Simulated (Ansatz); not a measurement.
One change: `CB(O)O` becomes `OB(O)[O][GeH3]`.

Ansatz, PBE0-D4/def2-TZVP geometries, multiplicity 1. Each molecule was computed in one conformer, which needn't be the lowest.

Scalar relativity is left out up to krypton.

```
                                                                                  property  `CB(O)O`
                                                        HOMO energy (PBE0/def2-TZVPP) / eV     -9.34
ideal-gas entropy at 298 K and 1 bar (rigid rotor, harmonic PBE0-D4/def2-TZVP) / J/(mol·K)       304
                                                     HOMO energy (ωB97M-V/def2-TZVPP) / eV    -11.82
                                            size of the dipole moment (PBE/def2-TZVPP) / D      2.20
                                                     LUMO energy (ωB97M-V/def2-TZVPP) / eV      1.71
                                                       LUMO energy (B3LYP/def2-TZVPP) / eV     -0.07
```

Q: What does the change do to each property? (Best estimate.)

A: Computed: 
```tsv
property	`OB(O)[O][GeH3]`	shift
HOMO energy (PBE0/def2-TZVPP) / eV	-8.76	0.58
ideal-gas entropy at 298 K and 1 bar (rigid rotor, harmonic PBE0-D4/def2-TZVP) / J/(mol·K)	350	46
HOMO energy (ωB97M-V/def2-TZVPP) / eV	-11.09	0.73
size of the dipole moment (PBE/def2-TZVPP) / D	0.28	-1.92
LUMO energy (ωB97M-V/def2-TZVPP) / eV	1.76	0.05
LUMO energy (B3LYP/def2-TZVPP) / eV	-0.12	-0.05
```

With PBE0 the HOMO rises by 0.58 eV and the LUMO falls by 0.15 eV, so the gap narrows by about 0.73 eV. PBE moves the HOMO by 0.42 eV and ωB97M-V by 0.73 eV. The zero-point energy changes by -20.3 kJ/mol with +3 modes. Dipoles are sizes alone; their direction can turn. Modes under 60 cm⁻¹, often nearly free rotors, make the harmonic entropy too high.

B3LYP here is the variant with VWN-RPA as its local correlation; programs differ in this.
